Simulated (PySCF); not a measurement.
FGeHO, neutral, multiplicity 1. Atoms are numbered in the order given.

```xyz
4

Ge     0.4206     0.0271     0.0000
F     -0.7766     1.3008     0.0000
O     -0.7629    -1.2998     0.0000
H     -0.3653    -2.1756     0.0000
```
Charge 0, spin multiplicity 1.

Geometry: PBE0-D3(BJ)/def2-TZVP. Other conformers were not sampled.

Level of theory: PBE/def2-TZVPD (PySCF).

Symmetry labels are those of the subgroup Cs that the program uses (full group Cs).

Problem. List the valence orbital energies around the gap with their symmetry. (Estimate from the structure and the level; the computed values follow.)

Solution. 
| orbital | symmetry | energy (eV) |
|---|---|---|
| HOMO−7 | A' | -24.91 |
| HOMO−6 | A' | -13.88 |
| HOMO−5 | A' | -11.29 |
| HOMO−4 | A' | -9.76 |
| HOMO−3 | A" | -9.64 |
| HOMO−2 | A' | -9.19 |
| HOMO−1 | A" | -8.20 |
| HOMO | A' | -6.89 |
| LUMO | A" | -2.91 |
| LUMO+1 | A' | -1.05 |
| LUMO+2 | A' | -0.35 |
| LUMO+3 | A' | 0.42 |
